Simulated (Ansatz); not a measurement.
`C[SiH](N)[SiH2]N` + H₂O → `N[SiH2][SiH](N)O` + CH₄  (formal hydrolysis of the Si–C bond)

Program: Ansatz. Geometries: PBE0-D4/def2-TZVP. ΔE: electronic, gas phase. CCSD(T)/CBS is the MP2 limit (def2-TZVPP, def2-QZVPP) plus CCSD(T) − MP2 in def2-TZVPP, frozen cores. This one scheme is used for every species. DFT in def2-TZVPP. One conformer a species, not always the lowest.

| level | ΔE (kJ/mol) |
| --- | --- |
| r2SCAN-D4 | -109.5 |
| PBE0-D4 | -100.6 |
| CCSD/def2-TZVPP | -106.9 |
| SCS-MP2/def2-QZVPP | -109.3 |

What does CCSD(T)/CBS give? (Best estimate.)

Computed: -104.3 kJ/mol. The listed levels differ from it by -5.2, 3.7, -2.6, -5.0 kJ/mol.

Largest T1 diagnostic among the species: 0.012.

In def2-TZVPP, CCSD(T) changes the Hartree–Fock value by +15.6 kJ/mol (the triples alone add +1.4 kJ/mol) and MP2 by +14.7 kJ/mol. The D4 term adds +4.5 kJ/mol with B3LYP and +2.6 kJ/mol with PBE0; it sums over pairs of atoms, weighted by their polarisabilities, and B3LYP, whose exchange is more repulsive, gets the larger term.

B3LYP here is the variant with VWN-RPA as its local correlation; programs differ in this.
